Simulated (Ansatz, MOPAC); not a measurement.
The molecule MnF, multiplicity 7 (the spin of the measured ground state). No spin–orbit coupling. Mn is treated without relativity.

The constants come from a fifth-degree fit in 1/R (seven points, main isotopes). In def2 and cc sets the state is the lowest found near the PBE0 minimum, followed along R.

Correlated levels freeze the inner cores; with def2 sets outer-core shells near the valence are correlated too. CBS: X⁻³ extrapolation of the correlation energy, Hartree–Fock from the larger set. The state that PM6 reach isn't checked.

Programs: Ansatz (Gaussian orbitals); MOPAC for PM6 (differences of heats of formation). 

D_e counts from each atom's lowest state at the same level, without counterpoise or zero-point energy.

| level | r_e (Å) | ω_e (cm⁻¹) | ω_e x_e (cm⁻¹) | D_e (eV) | dipole (D) |
|---|---|---|---|---|---|
| PM6 | 1.873 | 605 | 3.3 | - | - |
| B97M-V/def2-TZVPP | 1.828 | 623 | 3.3 | 4.89 | 2.64 |
| PBE0/def2-TZVPP | 1.829 | 621 | 3.2 | 4.81 | 2.57 |
| BHLYP/def2-TZVPP | 1.841 | 622 | 3.2 | 4.12 | 2.98 |
| CCSD/def2-TZVPP | 1.840 | 620 | 3.1 | 4.38 | - |
| CCSD/def2-QZVPP | 1.832 | ___ | 3.6 | 4.58 | - |
| CCSD(T)/def2-TZVPP | 1.838 | 620 | 3.2 | 4.44 | - |
| CCSD(T)/CBS(def2-TZVPP, def2-QZVPP) | ___ | ___ | 4.0 | - | - |

**Question.** What belongs in the gaps?

**Answer.** 
- CCSD(T)/CBS(def2-TZVPP, def2-QZVPP), r_e (Å): 1.824
- CCSD(T)/CBS(def2-TZVPP, def2-QZVPP), ω_e (cm⁻¹): 647
- CCSD/def2-QZVPP, ω_e (cm⁻¹): 637

Measured for the ground state: D_0 4.576 ± 0.078 eV (a handbook's tabulated 298 K bond energy less 3RT/2; such tables hold older values) [Luo, bond dissociation energies, CRC Handbook].

Ansatz is a first-principles code.
